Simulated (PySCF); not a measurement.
**Two-dimensional NMR puzzle**

Compound of formula C$_{6}$H$_{11}$OPSi. Correlations simulated from computed shifts and the bond graph:

HSQC (one-bond C–H):
| δH | δC |
| --- | --- |
| 9.12 | 191.2 |
| 8.02 | 156.6 |
| 0.33 | 0.9 |

HMBC (two and three bonds, from the bond graph):
| δH | δC |
| --- | --- |
| 9.12 | 156.6, 142.8 |
| 8.02 | 191.2, 142.8 |
| 0.33 | 142.8, 0.9 |

Carbons without hydrogens: δ 142.8.

PySCF 2.14 calculation with geometry: GFN2-xTB and GIAO PBE0/pcSseg-1 shieldings; isolated molecule, one averaged value for each set of equivalent atoms, relativity neglected, single conformer.

δ = σ(ref) − σ, references computed at the same level: ¹H and ¹³C vs TMS.

Exchangeable hydrogens are left out of these lists.

**Question.** Which molecule is this?

**Answer.** `C[Si](C)(C)c1cocp1`.

Structure with atom numbers: `[CH3:1][Si:2]([CH3:3])([CH3:4])[c:5]1[cH:6][o:7][cH:8][p:9]1`. Each H is labelled by its parent atom.

- δC 191.2 is C8, an aromatic CH next to the ring oxygen (δH 9.12).
- δC 156.6 is C6, an aromatic CH next to the ring oxygen (δH 8.02).
- δC 142.8 is C5, a substituted aromatic carbon.
- δC 0.9 is C1/C3/C4, a methyl carbon bonded to Si (δH 0.33).
- HMBC from δH 9.12 reaches the proton-free carbon C5.
- HMBC from δH 8.02 reaches the proton-free carbon C5.
- HMBC from δH 0.33 reaches the proton-free carbon C5.

The shifts were computed for this structure.

Shifts are as computed. Against solution values, carbons near 30 ppm lie about +3 ppm off and those near 130 ppm about +5 ppm. Of 1211 compounds with measured shifts, 218 miss one by over three times the rms of a fit or turn the order of signals round; such compounds aren't used in these exercises.
